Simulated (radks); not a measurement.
The numbers below are computed, except where a source is named.
Problem. All-electron atom: Tb40+ in [Ar] 3d7. Code: a radial shooting solver on a logarithmic mesh with Libxc functionals. Model: Dirac Kohn-Sham, exchange-only PBE, spin-unpolarised, spherical densities, finite nucleus; open shells fill j = l - 1/2 first; Fermi nuclear charge, rms radius 5.06 fm. Some entries of the table are withheld. Estimate them.

orbital  occ.  eigenvalue (hartree)  <r^2> (bohr^2)
1s1/2       2             -1977.175             (1)
2s1/2       2             -387.2725        0.009744
2p1/2       2             -372.1161        0.007056
2p3/2       4             -344.4558        0.008261
3s1/2       2             -135.2305             (2)
3p1/2       2             -128.9255         0.05574
3p3/2       4             -122.6762         0.06157
3d3/2       4             -112.3884         0.04740
3d5/2       3             -110.9717         0.04897
4s1/2       0             -67.29198          0.2299
4p1/2       0                   (3)          0.2267
4p3/2       0                   (4)          0.2429

Solution. 
(1) 1s1/2 <r^2> (bohr^2): 0.0006315
(2) 3s1/2 <r^2> (bohr^2): 0.06068
(3) 4p1/2 eigenvalue (hartree): -64.62379
(4) 4p3/2 eigenvalue (hartree): -62.46421
